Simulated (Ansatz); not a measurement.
A structure relaxed at PBE-D4/def2-SVPD in Ansatz, charge -1, singlet:

| atom | x (Å) | y (Å) | z (Å) |
| --- | --- | --- | --- |
| Mg1 | -1.209 | 0.488 | -1.383 |
| Mg2 | 1.210 | -0.485 | 1.382 |
| F3 | 2.535 | -1.622 | 0.864 |
| F4 | 0.005 | 0.015 | 0.001 |
| F5 | -0.754 | 1.969 | -2.341 |
| F6 | 0.862 | 0.251 | 3.012 |
| F7 | -2.649 | -0.617 | -1.534 |

Task: Give its formula.

Result: the cluster Mg2F5⁻.

Task: Summarise the bond lengths by kind (pairs closer than 1.2 times the sum of covalent radii, bridged metal pairs left out).

Result: 6 × F–Mg 1.82 to 1.90 Å.

Another isomer (singlet) lies 1.00 eV lower at PBE0-D4/def2-TZVPD; other spin states weren't run for this one.
